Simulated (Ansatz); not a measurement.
Reaction (redistribution): `[F][GaH][SeH]` + `CC[SiH3]` → `[F][GaH][SiH3]` + `CC[SeH]`

Isolated molecules relaxed with PBE0-D4/def2-TZVP in Ansatz; ΔE leaves out vibrations. CCSD(T)/CBS is the MP2 limit (def2-TZVPP, def2-QZVPP) plus CCSD(T) − MP2 in def2-TZVPP, frozen cores. Functionals use def2-TZVPP. B3LYP here is the variant with VWN-RPA as its local correlation; programs differ in this. HSE06 is defined as in plane-wave codes. For Ga, Se outer-core shells are correlated without core-valence functions, which leaves a few kJ/mol of doubt a bond. Scalar relativity is left out up to krypton. One conformer a species, not always the lowest.

```
             level  ΔE (kcal/mol)  difference from CCSD(T)/CBS
       LDA (SPW92)           27.6                         -1.7
            PBE-D4           26.7                         -2.6
         r2SCAN-D4           29.6                          0.3
           PBE0-D4           28.3                         -1.0
          B3LYP-D4           28.5                         -0.8
          BHLYP-D4           30.3                          1.0
           ωB97X-V           28.8                         -0.5
           r2SCANh           29.9                          0.6
             HSE06           28.3                         -1.0
         CAM-B3LYP           29.1                         -0.2
      MP2/def2-SVP           32.1                          2.8
     CCSD/def2-SVP           30.4                          1.1
  CCSD(T)/def2-SVP           30.2                          0.9
    MP2/def2-TZVPP           30.7                          1.4
SCS-MP2/def2-TZVPP           30.0                          0.7
    MP2/def2-QZVPP           30.8                          1.5
       CCSD(T)/CBS           29.3                            0
```

Problem. What do rigid-rotor, harmonic-oscillator terms from PBE0-D4/def2-TZVP frequencies (298.15 K, 1 bar) make of the CCSD(T)/CBS value? (Best estimate.)

Solution. Computed: ΔZPE = -0.3 kcal/mol, ΔH = +29.2 kcal/mol, ΔS = 20 J/(mol·K), ΔG = +27.8 kcal/mol. Modes under 50 cm⁻¹ make the entropy rough.

Largest T1 diagnostic among the species: 0.014.

Leaving LDA and LC-ωPBE aside and taking each functional with its dispersion term where it has one, the values, not all of them listed here, spread over 4.0 kcal/mol, from revPBE-D4 to r2SCAN0-D4. LDA lies +1.1 kcal/mol from PBE without D4. From r2SCAN to r2SCAN0 (25 % exact exchange), in def2-TZVPP and without D4, ΔE moves by +0.9 kcal/mol. At CCSD(T), def2-SVP lies +1.0 kcal/mol from the extrapolated value and def2-TZVPP −0.2 kcal/mol.
